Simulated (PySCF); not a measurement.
## Low-lying terms of Hf⁴⁺ (hafnium, charge +4)

Ground state [Xe] 4f14, ¹S. All numbers are calculated (PySCF 2.14, scalar relativity through the core potential, in def2-TZVPPD with one added diffuse shell each of s, p, d, f type with the def2 core potential (60 electrons) (7s6p4d3f1g, 75 functions)). Vertical excitation energies in eV without spin-orbit coupling; excited terms of each kind are numbered among those the solver found.

```csv
term,leading excitation,TDA-PBE,TD-PBE
1 3P°,5p → d,33.216,33.142
1 3F°,5p → d,33.590,33.533
1 1D°,5p → d,35.205,35.205
1 3D°,5p → d,35.205,35.205
1 1F°,5p → d,35.777,35.769
1 1P°,5p → s,39.743,39.738
1 3S,5p → p,46.301,46.288
1 3D,5p → p,46.749,46.745
1 1D,5p → p,47.109,47.107
1 1P,5p → p,47.129,47.129
1 3P,5p → p,47.129,47.129
1 1S,5p → p,49.065,48.975
2 3D,5p → f,57.156,57.148
1 1G,5p → f,57.401,57.401
```

Where a singlet and its triplet coincide, the exchange integral that splits them vanishes by symmetry for a single excitation; correlation beyond this level separates them.

Oscillator strength of the first ¹S → ¹P° line: TDA-PBE 0.425, TD-PBE 0.389.

The spin-orbit splitting of the hole, absent here, rivals or exceeds the spacing of these terms, so the LS terms are model states.

The 4f shell lies in the core potential, so 4f excitations, among the lowest in this ion, cannot appear.

The solver can miss terms.
